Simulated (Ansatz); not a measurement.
Cd₆Se₆. Charge 0, multiplicity 1. Geometry PBE-D4/def2-SVP; atoms count from 1.

```xyz
12

Cd    0.630   -2.843    0.135
Cd    3.122    1.483    2.273
Cd   -1.447    3.330    0.939
Cd    0.678    3.435    2.961
Cd   -1.632    1.532   -1.237
Cd   -1.359   -1.806   -2.285
Se    1.087    1.080   -0.484
Se   -0.743   -4.141   -1.502
Se    1.249   -1.547    2.289
Se    1.423   -0.834   -1.751
Se   -2.858    0.136   -2.894
Se   -0.151    0.174    1.555
```

In the def2 sets Cd takes a core potential; there is no spin–orbit coupling. Another isomer (singlet) lies 0.16 eV lower at PBE-D4/def2-SVP; other spin states weren't run for this one.

(1) Estimate the Mulliken populations from the PBE/def2-SVP orbitals of Ansatz.

(2) And the Mayer bond orders between bonded heavy atoms (over 0.3)?

## Answers

(1) 
| atom | charge (e) | d electrons |
| --- | --- | --- |
| Cd1 | 0.38 | 10.00 |
| Cd2 | 0.10 | 10.00 |
| Cd3 | 0.11 | 9.98 |
| Cd4 | 0.08 | 9.99 |
| Cd5 | 0.26 | 10.00 |
| Cd6 | 0.35 | 10.01 |
| Se7 | -0.07 | – |
| Se8 | -0.37 | – |
| Se9 | -0.17 | – |
| Se10 | -0.21 | – |
| Se11 | -0.36 | – |
| Se12 | -0.11 | – |
Mulliken values and Mayer orders depend strongly on the basis.

(2) Cd1–Se8 1.02 (2.50 Å); Cd1–Se9 0.66 (2.59 Å); Cd1–Se10 0.36 (2.87 Å); Cd2–Cd4 0.36 (3.20 Å); Cd3–Cd4 0.49 (2.93 Å); Cd3–Cd5 0.46 (2.83 Å); Cd5–Se7 0.32 (2.86 Å); Cd5–Se11 1.11 (2.49 Å); Cd6–Se8 0.90 (2.54 Å); Cd6–Se11 0.87 (2.53 Å); Se7–Se10 1.14 (2.32 Å); Se7–Se12 0.74 (2.55 Å); Se9–Se12 1.15 (2.34 Å).
